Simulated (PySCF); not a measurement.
Structure from 2D NMR

Compound of formula C₇H₁₂O. Correlations simulated from computed shifts and the bond graph:

HSQC (one-bond C–H):
```tsv
δH	δC
6.93	135.0
6.90	135.7
5.87	135.7
1.09	28.0
```

COSY cross peaks (H two or three bonds apart, from the bond graph; peaks can be absent where the dihedral angle is near 90°):
```tsv
δH	δH
6.93	6.90
6.93	5.87
6.90	5.87
```

HMBC (two and three bonds, from the bond graph):
```tsv
δH	δC
6.93	203.5, 135.7, 46.2
6.90	203.5, 135.0
5.87	203.5, 135.0
1.09	203.5, 46.2, 28.0
```

Carbons without hydrogens: δ 203.5, 46.2.

No solvent, a single conformation, relativity neglected, averaged over atoms made equivalent by symmetry, fast rotation or ring inversion. Structure optimised with PBE0-D3(BJ)/def2-SVP; shielding tensors at PBE/pcSseg-1 (GIAO); PySCF 2.14.0 with density-fitted response routines.

Scale: TMS for ¹H and ¹³C (reference shieldings calculated alike).

Exchangeable hydrogens are left out of these lists.

**Question.** Assemble the structure.

**Answer.** SMILES C=CC(=O)C(C)(C)C.

Numbering as in the mapped SMILES `[CH2:1]=[CH:2][C:3](=[O:4])[C:5]([CH3:6])([CH3:7])[CH3:8]` (H(Xn): hydrogen on atom n). Ha(C1) is cis to C3; Hb(C1) is trans to C3.

- δC 203.5 is C3, a ketone carbonyl carbon.
- δC 135.7 is C1, a β carbon of a C=C–C=O unit (δH 6.90, 5.87).
- δC 135.0 is C2, an α carbon of a C=C–C=O unit (δH 6.93).
- δC 46.2 is C5, a quaternary sp3 carbon α to a carbonyl.
- δC 28.0 is C6/C7/C8, a methyl carbon (δH 1.09).
- HMBC from δH 6.93 reaches the proton-free carbons C3, C5.
- HMBC from δH 6.90 reaches the proton-free carbon C3.
- HMBC from δH 5.87 reaches the proton-free carbon C3.
- HMBC from δH 1.09 reaches the proton-free carbons C3, C5.
- COSY links 6.93–6.90, 6.93–5.87, 6.90–5.87.

This is the structure that produced the data.

Shifts are as computed. Against solution values, carbons near 30 ppm lie about +2 ppm off and those near 130 ppm about +2 ppm. Of 1211 compounds with measured shifts, 218 miss one by over three times the rms of a fit or turn the order of signals round; such compounds aren't used in these exercises.
